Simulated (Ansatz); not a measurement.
A nudged elastic band was laid between two geometries of BFH2O + FH (7 atoms, charge 0, multiplicity 1).

Method: RHF/def2-SVP in Ansatz 0.2.0.

```yaml
movable_images: 5
climbing_image: yes
spring: 5.0 eV/Å²
optimiser: quadratic models (default)
start_path: through a guess of the saddle point
force_threshold: 0.05 eV/Å
iteration_limit: 60
end_points: relaxed
```

Image 0:

```xyz
7
Properties=species:S:1:pos:R:3
B -0.182 -0.481 -0.087
O -0.434 0.198 1.048
H -1.077 -0.200 1.621
H 0.609 -0.068 -0.873
F -0.825 -1.607 -0.310
F 0.692 2.643 1.686
H 0.318 1.837 1.498
```

Image 6:

```xyz
7
Properties=species:S:1:pos:R:3
B 0.092 0.323 -0.318
O -0.094 0.160 1.857
H -0.904 -0.275 2.085
H 1.118 -0.268 -0.414
F -1.057 -0.283 -0.558
F 0.076 1.644 -0.317
H -0.131 1.022 2.248
```

Q: Which bonds break or form, and what moves?

A: Bonds broken: B1–O2, F6–H7. Bonds formed: B1–F6, O2–H7. BFH2O + FH becomes BF2H + H2O.

Q: What energy profile does the band end with?

A: The forces met the threshold. The highest image is number 4 of 0 to 6, 1.32 eV above the first end and 1.51 eV above the last; the last end lies 0.19 eV below the first. Neighbouring images differ by up to 1.4 eV, so the band resolves the path poorly. A vibrational analysis at the climbing image gives one clearly imaginary mode, 1575i cm⁻¹: a first-order saddle point. The orbitals stay closed-shell, which can raise the energy where a bond breaks towards radicals; this wasn't checked here.

```csv
image,path coordinate (Å),energy (eV),B1–O2 (Å),F6–H7 (Å),B1–F6 (Å)
0,0.00,0.00,1.35,0.91,3.70
1,0.79,0.02,1.35,0.91,3.43
2,1.58,0.06,1.35,0.91,3.04
3,2.37,0.21,1.36,0.91,2.42
4,3.16,1.32,1.49,1.12,1.65
5,3.83,-0.03,1.73,1.91,1.37
6,4.50,-0.19,2.19,2.65,1.32
```

Q: What is the geometry of the highest image?

A: 
```xyz
7
Properties=species:S:1:pos:R:3:forces:R:3
B 0.042 0.082 0.136 0.01 0.02 0.01
O -0.050 0.076 1.628 0.03 -0.04 0.04
H -0.852 -0.298 1.971 -0.01 0.02 -0.02
H 1.084 -0.241 -0.337 0.00 0.00 0.00
F -1.102 -0.273 -0.444 -0.01 0.00 0.00
F 0.040 1.719 0.306 -0.01 -0.01 0.01
H -0.060 1.257 1.324 -0.01 0.01 -0.03
```

The band took 19 iterations and roughly 60 core-seconds.

Run time: 62 s on 1 thread of Arm Neoverse V2 (shared host), peak memory 0.12 GiB.
